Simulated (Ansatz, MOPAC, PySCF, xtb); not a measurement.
Dimer: HCl (SMILES Cl) (first 2 atoms) with C2H2 (SMILES C#C); geometry from B3LYP-D3(BJ)/def2-TZVP, rigid monomers moved along the line of their centres of mass till H2···C4 is 2.16 Å.
(charge 0, multiplicity 1):
```xyz
6

Cl    -0.1177     0.5380    -0.4665
H     -0.1237     0.3436     0.8106
C     -0.5512    -0.3842     2.7983
C      0.2950     0.4539     2.9254
H     -1.3026    -1.1289     2.6899
H      1.0464     1.1974     3.0421
```

Monomers are frozen at their geometry in the pair; levels with a basis set take the counterpoise correction.

The state that PM3 reach isn't checked.

The values were computed with Ansatz (Gaussian orbitals); MOPAC for PM3 (differences of heats of formation); PySCF for the dispersion terms; xtb for the GFN methods. 

Problem. What interaction energy does PM3 give?

Solution. -54 meV

Problem. Predict the interaction energy from GFN2-xTB.

Solution. -112 meV

Problem. Give the interaction energy at the level r2SCAN-D4/def2-TZVPPD.

Solution. -132 meV

Ansatz is a program for electronic structure.
